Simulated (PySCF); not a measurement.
Two species compared at the same levels of theory.

First species: C₅H₁₀ClNSi.
SMILES with atom numbers: `[CH2:1]=[CH:2][CH2:3][Si@H:4]([Cl:5])/[N:6]=[CH:7]\[CH3:8]` (hydrogens: H9, H10 on C1; H11 on C2; H12, H13 on C3; H14 on Si4; H15 on C7; H16, H17, H18 on C8)

Cartesian coordinates in Å at the GFN2-xTB level; atoms count from 1:
```
atom  x, y, z in Å
C1     2.7491    0.3028    1.0428
C2     1.8172    0.6167    0.1610
C3     1.5355   -0.1475   -1.0820
Si4   -0.1188   -1.0899   -0.9555
Cl5   -0.4367   -2.1832   -2.6255
N6    -1.3204    0.1262   -1.0420
C7    -2.1944    0.6384   -0.3083
C8    -2.5471    0.2668    1.0893
H9     2.9078    0.8780    1.9391
H10    3.4017   -0.5425    0.8965
H11    1.1729    1.4703    0.3312
H12    2.3419   -0.8545   -1.2768
H13    1.4815    0.5392   -1.9285
H14   -0.0732   -2.0308    0.1677
H15   -2.7792    1.4596   -0.7297
H16   -3.5835   -0.0668    1.1216
H17   -2.4656    1.1445    1.7288
H18   -1.8974   -0.5209    1.4587
```

Second species: C₄HF₄P₃.
SMILES with atom numbers: `[F:1][c:2]1[p:3][cH:4][p:5][c:6]([C:7]([F:8])([F:9])[F:10])[p:11]1` (hydrogens: H12 on C4)

Cartesian coordinates in Å at the GFN2-xTB level; atoms count from 1:
```xyz
12
C4HF4P3 angstrom
F     -2.2791    2.6034   -0.1667
C     -1.6409    1.3976   -0.1072
P     -2.7841    0.0829   -0.0944
C     -1.7660   -1.3138   -0.0290
P     -0.0654   -1.6118    0.0434
C      0.6553   -0.0227    0.0303
C      2.1477   -0.1039    0.0837
F      2.5796   -0.9902    0.9985
F      2.7210    1.0717    0.3859
F      2.6870   -0.4949   -1.0877
P      0.0840    1.6194   -0.0593
H     -2.3380   -2.2382   -0.0235
```

Levels: PBE0/pcSseg-1 for dipole moment, HOMO energy, LUMO energy and HOMO–LUMO gap; GFN2-xTB for rotational constant A and rotational constant C. Geometries: GFN2-xTB. Each structure is a single optimised conformer of the isolated species, non-relativistic unless stated; the electronic structure was computed with PySCF and density fitting.

Dipoles, sizes and rotational constants follow the conformer. The torsions of the flexible species, by atom-mapped SMILES:
- `[CH2:1]=[CH:2][CH2:3][Si@H:4]([Cl:5])/[N:6]=[CH:7]\[CH3:8]`: C1–C2–C3–Si4 109°, C2–C3–Si4–Cl5 -178°, C3–Si4–N6–C7 -113°
- `[F:1][c:2]1[p:3][cH:4][p:5][c:6]([C:7]([F:8])([F:9])[F:10])[p:11]1`: P5–C6–C7–F8 -45°

```
             property   column X   column Y
        dipole moment     2.34 D     3.31 D
          HOMO energy   -7.94 eV   -7.09 eV
          LUMO energy   -3.38 eV   -0.88 eV
        HOMO–LUMO gap    4.56 eV    6.21 eV
rotational constant A  1.299 GHz  1.307 GHz
rotational constant C  0.402 GHz  0.658 GHz
```

Task: Which column belongs to which species?

Result: Column X is the second species and column Y the first. The first has 18 atoms and 78 electrons, the second 12 and 106.

Task: How does each property change from the first species to the second?

Result: dipole moment -0.97 D; HOMO energy -0.85 eV; LUMO energy -2.50 eV; HOMO–LUMO gap -1.65 eV; rotational constant A -0.008 GHz; rotational constant C -0.256 GHz.

On the first: The dipole matches unit charges of opposite sign 0.69 Å apart (1 e·Å = 4.8032 D).

On the second: The dipole matches unit charges of opposite sign 0.49 Å apart (1 e·Å = 4.8032 D).
